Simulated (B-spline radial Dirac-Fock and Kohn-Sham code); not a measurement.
**What relativity does to the binding energies of Lu⁶³⁺**

System: the Lu⁶³⁺ ion, [He] 2s2 2p4.

Both columns are ΔSCF binding energies of the configuration average from a radial finite-basis atomic code: non-relativistic Hartree-Fock with a point nucleus, and Dirac-Fock with a finite nucleus and the Coulomb interaction alone, averaged over the two j levels with weights 2j+1.

```
shell  Hartree-Fock (eV)  Dirac-Fock (eV)  shift (eV)  shift (%)
   1s            64894.1          69831.8    +4937.71      +7.61
   2s            15005.9          16445.7    +1439.78      +9.59
   2p            14732.1          15303.3     +571.20      +3.88
```

Relativity binds 1s, 2s, 2p more strongly, among those listed most of all 2s in relative terms.

Values without a named source are computed, but for edge energies of neutral atoms, which are taken from tables.
